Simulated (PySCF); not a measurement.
How methods differ on the ionisation energy of I¹⁸⁺

I¹⁸⁺ [Ar] 3d10 4s2 4p5 [4p1/2^2 4p3/2^3, M_J = 3/2] → I¹⁹⁺ [Ar] 3d10 4s2 4p4 [4p1/2^2 4p3/2^2, M_J = 2], as a difference of total energies. Calculation: PySCF 2.14, in an even-tempered Gaussian basis (18 s from 1 bohr⁻², ratio 2.8; 14 p from 1.4 bohr⁻², ratio 2.8; 9 d from 2.4 bohr⁻², ratio 2.8; 4 f from 8.6 bohr⁻², ratio 3); the two-component X2C-1e Hamiltonian. Correlated levels: [Ne] frozen; the 82 highest virtual spinors dropped. "Screened" scales the spin-orbit matrix elements by Boettger's factors to mimic the two-electron term; Breit and QED terms are absent.

| method | ionisation energy (eV) |
| --- | --- |
| GHF (screened spin-orbit) | 533.94 |
| GMP2 (screened spin-orbit) | 535.17 |

Task: How much does correlation contribute at GMP2 (screened spin-orbit)?

Result: 535.17 − (533.94) = 1.23 eV, measured against GHF (screened spin-orbit).

Breit and QED terms and the two-electron picture change are absent.

The labels give the starting determinants; with spin-orbit coupling the two ends relaxed to ⟨J²⟩ = 3.75, ⟨L²⟩ = 2.02, ⟨S²⟩ = 0.77 and ⟨J²⟩ = 6.01, ⟨L²⟩ = 2.93, ⟨S²⟩ = 1.56.

For comparison: 535 ± 3 eV (theoretical estimate listed by NIST; NIST Atomic Spectra Database, ionization energies).
